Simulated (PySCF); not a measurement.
Run record for `C#CC[N@H+](C)COC`: HF/def2-SVPD, fitting basis def2-universal-jkfit, energy threshold 1e-11 Eh, CIS, 25 singlets.

Method: CIS/def2-SVPD, vertical, gas phase, core orbitals frozen in the response (PySCF 2.14.0, density-fitted response routines). Geometry: GFN2-xTB. The command runs a driver script over a list of jobs; the input below is this job's line of settings and its coordinates in Å.

Command:
```bash
OMP_NUM_THREADS=1 python probes_run.py task.json out
```

Input:
```
{"job": {"kind": "uv", "xc": "HF", "basis": "def2-SVPD", "nstates": 25, "ntriplets": 5, "tda": true, "scf": {"aux": "def2-universal-jkfit", "conv": 1e-11}}, "charge": 1, "multiplicity": 1}
C      3.072410    -0.040159     1.961933
C      2.238989     0.472925     1.273732
C      1.215452     1.086044     0.449390
N      0.252107     0.064145    -0.044778
C      0.902094    -0.915629    -0.935157
C     -0.948697     0.689384    -0.742294
O     -1.867345    -0.262594    -1.068094
C     -2.850668    -0.567723    -0.083358
H      3.817359    -0.469847     2.566086
H      1.675738     1.579544    -0.411439
H      0.679195     1.836175     1.039046
H     -0.102543    -0.451924     0.769943
H      0.157149    -1.617019    -1.307810
H      1.350484    -0.397234    -1.780855
H      1.678521    -1.452947    -0.393876
H     -1.349894     1.469687    -0.079666
H     -0.575140     1.136443    -1.669949
H     -2.418282    -1.063259     0.790941
H     -3.381995     0.333829     0.229780
H     -3.550082    -1.245198    -0.566611
```

Output:
```
final grid: 153912 points
cycle   1  E = -362.7261388837  dE =  2.041e+00  |g| = 8.615e-01  |ddm| = 7.719e+00
cycle   2  E = -362.8868015848  dE = -1.607e-01  |g| = 5.070e-01  |ddm| = 2.702e+00
cycle   3  E = -362.9411707781  dE = -5.437e-02  |g| = 1.023e-01  |ddm| = 1.260e+00
cycle   4  E = -362.9440335114  dE = -2.863e-03  |g| = 3.513e-02  |ddm| = 4.289e-01
cycle   5  E = -362.9443497781  dE = -3.163e-04  |g| = 7.837e-03  |ddm| = 1.587e-01
cycle   6  E = -362.9443680589  dE = -1.828e-05  |g| = 2.723e-03  |ddm| = 2.690e-02
cycle   7  E = -362.9443707083  dE = -2.649e-06  |g| = 6.216e-04  |ddm| = 1.226e-02
cycle   8  E = -362.9443709640  dE = -2.557e-07  |g| = 2.759e-04  |ddm| = 2.332e-03
cycle   9  E = -362.9443710208  dE = -5.682e-08  |g| = 1.174e-04  |ddm| = 7.777e-04
cycle  10  E = -362.9443710388  dE = -1.803e-08  |g| = 5.980e-05  |ddm| = 4.182e-04
cycle  11  E = -362.9443710445  dE = -5.666e-09  |g| = 2.706e-05  |ddm| = 2.546e-04
cycle  12  E = -362.9443710457  dE = -1.263e-09  |g| = 8.031e-06  |ddm| = 1.418e-04
cycle  13  E = -362.9443710458  dE = -7.174e-11  |g| = 2.611e-06  |ddm| = 3.894e-05
cycle  14  E = -362.9443710458  dE = -1.933e-12  |g| = 8.182e-07  |ddm| = 8.692e-06
converged SCF energy = -362.9443710458

Static polarisability (au): isotropic 73.899, principal 63.379 65.721 92.598

Singlet excitations
state   eV       nm        f      main configurations
  1   6.3703    194.6   0.00010   H->L+4 0.35, H->L+5 0.09, H->L+8 0.09
  2   6.8985    179.7   0.00182   H-1->L+4 0.20, H->L+5 0.12
  3   7.0710    175.3   0.00028   H-1->L+5 0.23, H-1->L+10 0.14, H-1->L+6 0.11
  4   8.7823    141.2   0.05313   H->L 0.62, H->L+3 0.22
  5   9.0176    137.5   0.10664   H-1->L 0.63, H-1->L+3 0.20
  6  10.1477    122.2   0.00370   H-2->L 0.33, H->L+1 0.13
  7  10.1902    121.7   0.00966   H->L+1 0.39, H-2->L 0.13, H->L+3 0.11
  8  10.3791    119.5   0.10880   H->L+2 0.29, H->L+6 0.16
  9  10.4525    118.6   0.00393   H-1->L+1 0.31, H->L+2 0.09
 10  10.6043    116.9   0.25533   H-1->L+2 0.28, H-1->L+1 0.17, H-1->L+6 0.11
 11  10.8692    114.1   0.13594   H->L+2 0.23, H->L+4 0.11
 12  10.9608    113.1   0.00950   H-2->L+1 0.13, H-2->L+5 0.12, H-2->L 0.12
 13  11.0112    112.6   0.03013   H->L+12 0.16, H->L+11 0.15, H->L+1 0.13
 14  11.1658    111.0   0.14954   H-1->L+6 0.20, H-1->L+11 0.14, H-1->L+2 0.11
 15  11.2260    110.4   0.19472   H-1->L+2 0.21, H-1->L+4 0.13, H-1->L+3 0.09
 16  11.3674    109.1   0.15931   H-3->L 0.40, H-3->L+3 0.17
 17  11.4088    108.7   0.17871   H->L+9 0.09, H->L+5 0.08
 18  11.4663    108.1   0.14090   H->L+9 0.20, H->L+12 0.09, H->L+15 0.08
 19  11.5523    107.3   0.01017   H-2->L+3 0.12
 20  11.7109    105.9   0.03814   H-1->L+9 0.12
 21  11.7366    105.6   0.02441   H-2->L+1 0.17, H-2->L+2 0.15
 22  11.8050    105.0   0.10427   H-2->L+1 0.22, H-1->L+9 0.11, H-1->L+4 0.09
 23  11.9934    103.4   0.08510   H-2->L+2 0.24, H-2->L+4 0.14, H-2->L+9 0.12
 24  12.0506    102.9   0.03737   H-3->L 0.21, H-3->L+2 0.09, H-3->L+8 0.08
 25  12.0868    102.6   0.75718   H-1->L+12 0.20, H-1->L+8 0.12, H-1->L+10 0.09

Triplet excitations (Tamm-Dancoff, eV): 4.7471 5.6040 5.7039 6.6319 8.3682
```

H and L stand for HOMO and LUMO; the number after each pair is its weight.

**Question.** Which computed singlet has the largest oscillator strength, and what do all of them sum to?

**Answer.** State 25 at 12.09 eV (103 nm), f = 0.757; the 25 states sum to 2.599.

**Question.** How does the lowest singlet excitation compare with the HOMO–LUMO gap?

**Answer.** HOMO -15.13 eV and LUMO -1.46 eV give a gap of 13.67 eV; S1 at 6.37 eV lies 7.30 eV below it.

In short: SCF converged in 14 cycles with 259 basis and 820 fitting functions; HOMO -15.13 eV, LUMO -1.46 eV; lowest singlet 6.37 eV; lowest triplet 4.75 eV (Tamm–Dancoff); mean polarisability 73.9 au.

**Question.** Estimate the wall time. Hardware: an Arm Neoverse V2 with one thread (shared host). And the peak memory of the process?

**Answer.** About 23 s, with 1.2 GiB resident at the peak, the Python interpreter and its libraries included.

The values belong to the conformer `[CH:1]#[C:2][CH2:3][N@H+:4]([CH3:5])[CH2:6][O:7][CH3:8]`: C2–C3–N4–C5 -64°, C3–N4–C6–O7 -174°, N4–C6–O7–C8 89°.
